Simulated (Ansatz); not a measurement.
A run for Ansatz (a program for electronic structure): U-B3LYP/def2-TZVPP on PS, 2S+1 = 2, a spin state set in the input, which need not be the lowest, a point of a bond scan (R = 1.899 Å).

Ansatz 0.2 input:
```yaml
crystal:
  periodic: [false, false, false]
  atoms:
    - {symbol: P, position_ang: [0.00000000, 0.00000000, 0.00000000]}
    - {symbol: S, position_ang: [0.00000000, 0.00000000, 1.89924800]}
basis:
  gaussian:
    orbitals: def2-TZVPP
    pivot_positions_ang: [[0.00000000, 0.00000000, 0.00000000], [0.00000000, 0.00000000, 1.89924800]]
hamiltonian:
  xc: {name: B3LYP}
magnetization: {spin_polarized: true, initial_magnetization: 1}
output: {forces: true, orbitals: {seedname: ./end}}
```

It printed:

```
WARN ansatz: RAYON_NUM_THREADS=1 ignored (pool sized by the plan → 1); use --threads N
Functional definition: B3LYP
integrals: 0.02 GiB planned
593 factors; their error is unknown
mean field: 0.29 GiB planned
mean field evaluation 1: about -20124.2968 eV, gradient 1.1e1 eV
mean field evaluation 2: about -20123.0194 eV, gradient 1.8e1 eV
mean field evaluation 4: about -20124.9668 eV, gradient 7.7e-1 eV
mean field evaluation 8: about -20124.9785 eV, gradient 3.2e-2 eV
mean field evaluation 16: about -20124.9785 eV, gradient 5.7e-5 eV
mean field -20124.97850801 eV, -739.5793189689 hartree, gradient 4.2e-5 eV, S^2 0.755240; 1 other end points of the search recorded, 0 dependent functions left out
the calculation of the forces begins
reference -20124.97867390 eV, -739.5793250654 hartree; 16, 15 occupied and 68, 69 virtual orbitals, 593 factors
Total energy: -20124.97867390 eV, -739.5793250654 hartree
Atom 0 at     0.000000     0.000000     0.000000 Å, force     0.000000     0.000000    -0.122810 eV/Å
Atom 1 at     0.000000     0.000000     1.899248 Å, force    -0.000000    -0.000000     0.122810 eV/Å
Dipole moment:     0.000000     0.000000    -0.141187 e Å
```

The run converged.

Cost: roughly 2.2 core-seconds.
